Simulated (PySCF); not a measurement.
## Nb (niobium, neutral) across methods

[Kr] 4d3 5s1 5p1, one real determinant (an excited configuration). Calculation: PySCF 2.14, in aug-cc-pwCVTZ-PP with ECP28MDF (8s8p7d4f3g, 122 functions); a scalar-relativistic core potential.

```
 method  E (hartree)  mean ε 4d α (eV)  mean ε 5s α (eV)  mean ε 5p α (eV)  Σ⟨r²⟩ (bohr²)   ⟨S²⟩
   PW91     -56.5876            -6.470            -5.999            -2.481          66.66  8.751
   PBE0     -56.5433            -7.903            -6.702            -3.053          66.38  8.751
    LDA     -56.3950            -6.234            -6.078            -2.485          66.36  8.750
 PBEsol     -56.4481            -6.298            -5.979            -2.436          66.31  8.751
 r2SCAN     -56.5841            -6.918            -6.190            -2.529          65.94  8.752
LC-wPBE     -56.5702           -10.376            -8.964            -5.006          64.73  8.752
    UHF    -56.09507           -11.549            -8.647            -4.767          67.10  8.755
    PBE     -56.5549            -6.420            -5.943            -2.452          66.78  8.751
```

⟨L²⟩ = 13.60 against 20 for a pure G term, so this real determinant mixes terms. Energies and moments cover only the electrons outside the core potential.
